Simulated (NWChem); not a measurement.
CaF cation; SMILES [F][Ca+]

Computed with NWChem. The geometry was optimised at B3LYP/6-31G* (spherical d). Vertical excitations in the gas phase; the lowest state need not have the same character in each row.

For level PBE/def2-SVP, full TDDFT:

```yaml
lowest excitation, singlet (eV): 4.67
lowest triplet (eV): 4.62
orbital gap (eV): 4.69
```

Q: Estimate the same quantities for level LRC-wPBEh/def2-SVP, full TDDFT.

A: The lowest excitation, singlet (eV) comes out as 5.85. The lowest triplet (eV) is 5.78 and the orbital gap (eV) is 10.25.
